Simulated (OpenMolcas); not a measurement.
Sn II: effect of the active space

```
Program             : OpenMolcas
Method              : XMS-CASPT2 or its RAS form, IPEA 0.25 Eh, imaginary shift 0.1 Eh
Basis               : ANO-RCC-VTZP
Scalar Hamiltonian  : DKH2, point nucleus
Spin-orbit coupling : RASSI with atomic mean-field integrals over the reference wave functions, term energies averaged over their components
```

A. 3 electrons in 4 orbitals (5s 5p); 2S+1 = 4 odd, 1 root; 2S+1 = 2 odd, 3 roots; 2S+1 = 4 even, 3 roots; 2S+1 = 2 even, 9 roots; closed shells correlated: 4d; CASPT2 step roughly 1.7 core-seconds
B. 3 electrons in 8 orbitals (5s 5p 6s 6p); 2S+1 = 4 odd, 1 root; 2S+1 = 2 odd, 3 roots; 2S+1 = 4 even, 3 roots; 2S+1 = 2 even, 6 roots; closed shells correlated: 4d; CASPT2 step of the order of 3 core-seconds
C. 3 electrons in 9 orbitals (RAS2 5s 5p; RAS3 5d, at most 2 electrons); 2S+1 = 4 odd, 1 root; 2S+1 = 2 odd, 8 roots; 2S+1 = 4 even, 3 roots; 2S+1 = 2 even, 9 roots; closed shells correlated: 4d; CASPT2 step roughly 7 core-seconds

Energies in cm⁻¹ above 5s² 5p ²P°_1/2, the measured ground level; measured values from NIST Handbook of Basic Atomic Spectroscopic Data.

```
         Level      A      B      C  Measured
5s² 5p ²P°_1/2    0.0    0.0    0.0       0.0
5s² 5p ²P°_3/2   3790   3420   3750      4251
 5s 5p² ⁴P_1/2  45650  45830  46720     46464
 5s 5p² ⁴P_3/2  47200  47110  48250     48368
 5s 5p² ⁴P_5/2  49170  49040  50270     50730
 5s 5p² ²D_3/2  60040  57670  62040     58844
 5s 5p² ²D_5/2  60400  58550  62490     59463
```

Deviations, from unrounded energies. A percentage is the sum of absolute deviations over the sum of measured energies, with the sign that they share, or ± where signs differ.

```tsv
Against measurement	Levels	A	B	C
mean absolute deviation (cm-1)	6	1000	1100	1300
fine structure of the ground term (%)	1	-10.8	-19.5	-11.7
other configurations (%)	5	±2.2	-2.1	±2.7
```

A lies closest to measurement on these levels and C furthest from it. The largest miss of A in the table is 5s 5p² ⁴P_5/2, by -1600 cm-1. The ranking rests on the paired levels alone, and a cruder setting can come out closer through cancelling errors.

The two smallest mean deviations differ by little beside CASPT2's spread within terms, so their order carries little weight.

Among A to C the level of the table that moves most is 5s 5p² ²D_3/2, by 4400 cm-1 (lowest in B, highest in C). Moves below CASPT2's spread within the term are not significant.

CASPT2 breaks the degeneracy within a term, and the mean is taken; among the terms shown or strongly mixed into the levels shown the widest spread is 760 cm-1 (5s 5p² ²D, A). Over all roots computed the reference weight is 0.84 to 0.93 in A, 0.83 to 0.93 in B; the roots of lowest weight are the least certain, and an intruder state may touch them. Terms of s pⁿ other than that of highest spin mix with s² pⁿ⁻² d, which this space lacks; all of them can be thousands of cm-1 off, and some have no real level of that name (holds for A; B). The run also gave levels led by 5s² 6s, which use shells meant for correlation; these and all levels above them are left out (holds for B). Some terms miss by over 15 % even with CASPT2, which points to a basis or an active space too small for the shells correlated (holds for B). Active for correlation alone: 5d; no level in the range computed is led by a configuration that fills it, so any true level of that kind is missing (holds for C). Some terms mix strongly with configurations of 5d, whose occupation reaches 0.19 (5s 5p² ²D) (holds for C). Computed and measured levels are paired by configuration, term and J; levels that our copy of the source lacks, or whose pairing is in doubt (as where it misses far off the trend of its configuration), stay unpaired and out of the deviations. Levels of configurations outside the active space are missing. Levels that lie high or do not pair safely by name in every column are left out.

° marks odd parity.
